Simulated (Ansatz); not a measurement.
C₂H₆O₂Si, SMILES `COC1O[SiH2]1`, relaxed with RKS PBE-D4/def2-SVP in Ansatz 0.2.0 from a rough embedded geometry. The force threshold is 0.03 eV/Å; the program also tests the step.

Total charge 0; spin multiplicity 1.

Start:

```xyz
11

C    -0.866    0.216   -1.662
O    -0.224   -0.625   -0.791
C    -0.249   -0.135    0.577
O     0.645    0.847    0.912
Si    1.325   -0.409    1.596
H    -0.447    1.223   -1.689
H    -0.907   -0.205   -2.662
H    -1.967    0.325   -1.316
H    -1.169   -0.293    1.108
H     1.244   -0.275    3.035
H     2.617   -0.669    0.891
```

(1) How much energy does the relaxation release, and in how many steps? (An estimate is asked.)

(2) Which bonds change most? (Estimate.)

(3) Give the relaxed structure. (An estimate is asked.)

## Answers

(1) Computed: 23.14 kcal/mol, in 7 steps.

(2) The calculation gave: O4–Si5 from 1.583 to 1.721 Å; C3–O4 from 1.369 to 1.468 Å; O2–C3 from 1.453 to 1.378 Å; C1–O2 from 1.370 to 1.425 Å.

(3) Computed: 
```xyz
11

C    -0.921    0.216   -1.626
O    -0.154   -0.622   -0.766
C    -0.189   -0.217    0.551
O     0.561    1.009    0.850
Si    1.341   -0.344    1.574
H    -0.523    1.253   -1.643
H    -0.862   -0.216   -2.643
H    -1.991    0.251   -1.310
H    -1.220   -0.167    0.974
H     1.324   -0.379    3.071
H     2.634   -0.784    0.968
```
